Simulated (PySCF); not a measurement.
## Radial density of N(3+) (nitrogen, charge +3)

PBEsol, [He] 2s2, closed-shell 1S. Calculation: PySCF 2.14, in def2-TZVPPD (6s3p3d1f, 37 functions); the non-relativistic Hamiltonian (point nucleus).

```json
{"r (bohr)": "0.00322", "4πr²ρ (e/bohr)": "0.02624"}
{"r (bohr)": "0.00542", "4πr²ρ (e/bohr)": "0.07220"}
{"r (bohr)": "0.00912", "4πr²ρ (e/bohr)": "0.1935"}
{"r (bohr)": "0.0153", "4πr²ρ (e/bohr)": "0.5024"}
{"r (bohr)": "0.0258", "4πr²ρ (e/bohr)": "1.227"}
{"r (bohr)": "0.0434", "4πr²ρ (e/bohr)": "2.719"}
{"r (bohr)": "0.0730", "4πr²ρ (e/bohr)": "5.099"}
{"r (bohr)": "0.123", "4πr²ρ (e/bohr)": "7.257"}
{"r (bohr)": "0.207", "4πr²ρ (e/bohr)": "6.514"}
{"r (bohr)": "0.347", "4πr²ρ (e/bohr)": "2.827"}
{"r (bohr)": "0.585", "4πr²ρ (e/bohr)": "1.431"}
{"r (bohr)": "0.983", "4πr²ρ (e/bohr)": "1.982"}
{"r (bohr)": "1.65", "4πr²ρ (e/bohr)": "0.6576"}
{"r (bohr)": "2.78", "4πr²ρ (e/bohr)": "0.02295"}
{"r (bohr)": "4.68", "4πr²ρ (e/bohr)": "1.651e-05"}
```
